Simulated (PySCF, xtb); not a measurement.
1,1-difluorobuta-1,3-diene (C4H4F2), SMILES C(=C)C=C(F)F.

GFN2-xTB in xtb 6.7.1 at its own geometry gives an orbital gap of 3.70 eV and a dipole moment of 2.50 D.

Geometry optimised at PBE0-D3(BJ)/def2-SVP. One conformer was computed; it need not be the lowest.

Q: What does PBE/def2-TZVP (PySCF) give? (The exact figures need the calculation; the answer reports its results.)

A: gap 3.96 eV (levels -5.63 and -1.66 eV), dipole 0.64 D.
